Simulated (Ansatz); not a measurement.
A made-up structure of AlSiH2F2 (charge -1), singlet:

```
6
angstrom
F 1.1205 0.2083 1.6310
Al 0.4700 -0.3667 0.2599
F 0.5511 -1.8889 -0.2966
Si -0.1021 0.8398 -0.8828
H -1.2603 -0.2831 -1.1720
H -0.7792 1.4906 0.4605
```

It is relaxed with PBE-D4/def2-SVPD and then PBE0-D4/def2-TZVPD (Ansatz 0.2.0). Atoms count as bonded within 1.22 times the sum of their covalent radii (H–H: 0.88 Å). The end point is not checked to be a true minimum.

(1) Does its bonding change? (A judgement: the text doesn't fix the answer.)

## Answers

(1) Computed: No: no bond forms or breaks.

Where it ends: The first stage lowers the energy by 5.13 eV in 11 steps. It ends as AlSiH₂F₂ ([F][Al]([F])[SiH2]), total charge -1:
```xyz
6
angstrom
F 1.4606 -0.2230 1.8372
Al 0.6365 -0.5375 0.3967
F 0.9339 -2.1641 0.0521
Si -0.3982 1.0758 -1.0524
H -1.5393 0.1027 -1.3724
H -1.0934 1.7460 0.1388
```

Labels in which every atom is bracketed show which atoms are joined, not bond orders.

For scale, one of the runs: PBE0-D4/def2-TZVPD relaxation, 184 basis functions, launched by `ansatz run in.yaml --threads 2 --pin off --events-out ev --progress --plain --max-ram 4352MiB`. The run took about 36 s on 2 CPU threads of an Arm Neoverse V1 (shared host).
